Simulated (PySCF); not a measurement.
C4H5ClSi, SMILES C#C/C=C\[SiH2]Cl.

The structure is a stationary point at TPSSh-D3(BJ)/def2-SVP. The structure was generated by enumeration; whether it is a known compound was not checked. Other conformers were not sampled.

These are PBE0/def2-TZVP (PySCF) values and carry that method's errors.

Isolated molecule, no solvent.

```json
{
  "total_energy": "-904.69534 hartree",
  "highest_occupied_level": "-7.53 eV",
  "lowest_empty_level": "-1.77 eV",
  "orbital_gap": "5.76 eV",
  "dipole_moment": "1.94 D",
  "quadrupole, principal values (traceless, Buckingham form, about the centre of nuclear charge)": "-4.94, -3.81, 8.76 D·Å",
  "mean_static_polarisability": "84.2 bohr³ (12.48 Å³)",
  "polarisability_principal_values": "55.1, 76.1, 121.5 bohr³"
}
```
